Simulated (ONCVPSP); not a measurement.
Sn (Z = 50): ONCV pseudisation with LDA (Perdew-Zunger), scalar-relativistic reference atom.

```
Element                 : Sn (Z = 50)
Generator               : ONCVPSP 4.0.1
Type                    : optimised norm-conserving Vanderbilt (ONCV)
Functional              : LDA (Perdew-Zunger)
Relativity              : scalar-relativistic
Frozen core             : [Kr]
Valence charge          : 14
Reference configuration : 4d10 5s1 5p3
Partial waves           : 5s: rc 2.00 bohr, ncon 4, nbas 7, qcut 3.3 1/bohr, 3 projectors, debl 1.4 Ha; 5p: rc 2.75 bohr, ncon 5, nbas 8, qcut 3 1/bohr, 2 projectors, debl 3.4 Ha; 4d: rc 1.05 bohr, ncon 5, nbas 8, qcut 8.2 1/bohr, 1 projector
Local potential         : polynomial inside 0.65 bohr (lpopt 4, dvloc0 0 Ha)
Core correction         : Teter function, fcfact 5.5, rcfact 1.15
```

All-electron outer shells of the reference configuration (LDA (Perdew-Zunger), scalar-relativistic, ld1.x):

```
shell  level (eV)  outermost node (bohr)  outermost maximum (bohr)
   4s     -135.18                   0.40                      0.74
   4p      -91.08                   0.41                      0.79
   4d      -27.36                   0.39                      0.88
   5s      -11.69                   0.98                      1.99
   5p       -4.48                   1.09                      2.49
```

**Question.** Estimate the cutoffs (Ha) at which the residual kinetic energy of the hardest occupied pseudo-wave falls to 1 and 0.1 mHa per electron.

**Answer.** 87 Ha and 179 Ha.

**Question.** What does a ghost test show?

**Answer.** Ghosts flagged at negative energy: s at -132.6 eV, p at -149.7 eV; GHOST(+) flagged for s at 115.2 eV. A true bound ghost makes a file unfit for plane-wave use.

**Question.** Which valence shell sets the plane-wave cutoff?

**Answer.** 4d: 87 Ha for 1 mHa per electron, against 9 Ha for 5s.

**Question.** Tests: 4d10 5s2 5p2; 4d10 5s2 5p1; 4d10 5s2 5p0; 4d9 5s2 5p2. Which has the largest error in its energy relative to the reference configuration, and how large is it?

**Answer.** 4d9 5s2 5p2, with -185 meV (all-electron minus pseudo) on +25.69 eV.
